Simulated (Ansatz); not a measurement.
Reaction (isomerisation): `C=[CH][Ga]([NH2])[SiH3]` → `C[N]1C[SiH2][GaH]1`

Calculated with Ansatz (gas phase, PBE0-D4/def2-TZVP geometries, no zero-point term in ΔE). CCSD(T)/CBS adds triple-zeta CCSD(T) − MP2 to the extrapolated MP2 energy (def2 sets, frozen cores). Functionals use def2-TZVPP. For Ga outer-core shells are correlated without core-valence functions, which leaves a few kJ/mol of doubt a bond. Scalar relativity is left out up to krypton. One conformer a species, not always the lowest.

CCSD(T)/CBS gives +55.4 kJ/mol.

Task: Another level gave +40.1 kJ/mol. Which?
A. CCSD(T)/def2-TZVPP
B. CCSD/def2-TZVPP
C. PBE/def2-TZVPP
D. r2SCAN/def2-TZVPP

Result: D. r2SCAN 40.1, PBE 32.7, CCSD(T)/def2-TZVPP 52.6, CCSD/def2-TZVPP 57.2 kJ/mol.

Largest T1 diagnostic among the species: 0.017.

In def2-TZVPP, CCSD(T) changes the Hartree–Fock value by −31.7 kJ/mol (the triples alone add −4.7 kJ/mol) and MP2 by −39.1 kJ/mol. The D4 term adds −6.4 kJ/mol with B3LYP and −2.9 kJ/mol with PBE0; it sums over pairs of atoms, weighted by their polarisabilities, and B3LYP, whose exchange is more repulsive, gets the larger term.

B3LYP here is the variant with VWN-RPA as its local correlation; programs differ in this.
